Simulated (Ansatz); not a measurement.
Geometry optimisation, Ansatz 0.2.0, RKS PBE0-D4/def2-SVP.

input.yaml

```yaml
crystal:
  periodic: [false, false, false]
  atoms:
    - { symbol: Ti, position_ang: [-1.136863, 0.476372, 0.252193] }
    - { symbol: "N", position_ang: [2.273756, -0.585857, -0.139132] }
    - { symbol: O, position_ang: [-0.781223, -0.766135, -0.694745] }
    - { symbol: H, position_ang: [1.475946, -1.024984, -0.604259] }
    - { symbol: O, position_ang: [-1.546971, 2.005052, -0.613045] }
    - { symbol: O, position_ang: [-2.046842, 0.065928, 1.756813] }
    - { symbol: H, position_ang: [2.90592, -0.272713, -0.873301] }
    - { symbol: H, position_ang: [2.760847, -1.321051, 0.369509] }
    - { symbol: H, position_ang: [-1.560831, 2.205058, -1.553372] }
    - { symbol: H, position_ang: [-2.343739, -0.78167, 2.099439] }
basis:
  gaussian: { orbitals: def2-SVP }
hamiltonian:
  xc: pbe0
  dispersion: d4
relax:
  f_tol: 0.03
  max_steps: 50
output:
  orbitals: {}
```

Run as:

```bash
$ ansatz run input.yaml --threads 2 --pin off --max-ram 3072MiB --backend cpu --events-out ev --progress --plain --runs-dir out
```

Problem. Where does it end, and by what steps?

Solution. The forces met the threshold. After 9 steps the energy has fallen by 1.414 eV; H8 moved furthest, 1.26 Å. Joined: Ti1–N2.

| step | energy less start (eV) | largest force component (eV/Å) | accepted |
| --- | --- | --- | --- |
| 0 | 0.0000 | 0.530 | yes |
| 1 | -0.2134 | 0.711 | yes |
| 2 | -0.5476 | 0.974 | yes |
| 3 | -0.9169 | 0.745 | yes |
| 4 | -1.1703 | 0.688 | yes |
| 5 | -1.3159 | 0.632 | yes |
| 6 | -1.3736 | 0.824 | yes |
| 7 | -1.4095 | 0.257 | yes |
| 8 | -1.4138 | 0.086 | yes |
| 9 | -1.4143 | 0.024 | yes |

```xyz
10
Properties=species:S:1:pos:R:3
Ti -0.720 0.095 -0.045
N 1.407 -0.438 -0.119
O -1.395 -0.971 -1.037
H 1.543 -1.236 -0.740
O -0.699 1.812 -0.679
O -1.112 -0.162 1.725
H 1.970 0.337 -0.470
H 1.757 -0.691 0.805
H -1.067 2.102 -1.517
H -1.684 -0.848 2.078
```

Time of the run: 24 s on 2 threads of Intel(R) Xeon(R) 6975P-C (Granite Rapids), with other jobs on the host, peak memory 0.29 GiB.
